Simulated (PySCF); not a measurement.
SMILES FC([SiH2]CC=C)(F)F, singlet, GFN2-xTB optimised geometry.

```
15

C      2.27    -1.75    -1.03
C      1.65    -1.19     0.00
C      1.10     0.20     0.00
Si    -0.80     0.20     0.00
C     -1.31     2.08     0.00
F     -0.87     2.74    -1.09
F     -0.82     2.76     1.06
F     -2.64     2.25     0.03
H      2.64    -2.76    -0.99
H      2.43    -1.21    -1.95
H      1.50    -1.75     0.91
H      1.48     0.74    -0.87
H      1.46     0.73     0.89
H     -1.40    -0.34     1.22
H     -1.39    -0.35    -1.22
```

Density from PBE0/def2-TZVP in PySCF 2.14.0 at that geometry.

Minimum of the electron density along straight lines between bonded atoms, close to the bond critical point (lines longer than 1.1 times the sum of covalent radii, or with two minima, are not listed):

```csv
bond,length / Å,ρ at the minimum / e bohr⁻³,∇²ρ there / e bohr⁻⁵,position (fraction from the first atom)
C1–C2,1.320,___,-1.12,0.49
C2–C3,1.493,0.259,___,0.50
C3–Si4,1.901,0.118,0.13,0.61
Si4–C5,1.950,0.111,0.17,0.38
C5–F6,1.350,0.275,-0.40,0.34
C5–F7,1.350,0.275,-0.40,0.34
C5–F8,1.348,0.277,-0.40,0.34
C1–H9,1.076,0.288,-1.03,0.64
C1–H10,1.078,0.287,-1.02,0.64
C2–H11,1.082,0.287,-1.02,0.64
C3–H12,1.093,0.274,-0.92,0.64
C3–H13,1.094,0.272,-0.91,0.64
Si4–H14,1.462,0.126,___,0.49
Si4–H15,1.461,0.127,0.17,0.49
```

### Question
What belongs in the gaps?

### Answer

- C1–C2, ρ at the minimum / e bohr⁻³: 0.360
- C2–C3, ∇²ρ there / e bohr⁻⁵: -0.67
- Si4–H14, ∇²ρ there / e bohr⁻⁵: 0.19
